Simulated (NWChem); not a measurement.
## Total energies of GeS

```xyz
2

Ge     0.0000     0.0000     0.6727
S      0.0000     0.0000    -1.3454
```
Charge 0, spin multiplicity 1.

The numbers come from NWChem runs, not from measurements. The geometry was optimised at PBE0/def2-SVP, a minimum by its harmonic frequencies.

Basis set: 3-21G (35 functions).

```tsv
method	total energy (Ha)
RHF	-2460.93057
MP2	-2461.03867
B2PLYP	-2462.61837
PBE	-2462.68630
B3LYP	-2463.24208
LC-wPBE (omega 0.3 per bohr)	-2462.71488
CCSD(T)	-2461.05291
```

Total energies of different functionals aren't comparable as a measure of quality: only differences taken within one method are. 

The Hamiltonian is non-relativistic. The correlated methods keep 14 core orbitals frozen. B3LYP has NWChem's definition, with VWN1-RPA local correlation. The structure started from a generated list of species. Coupled-cluster values serve here as a point of comparison, not as the truth.
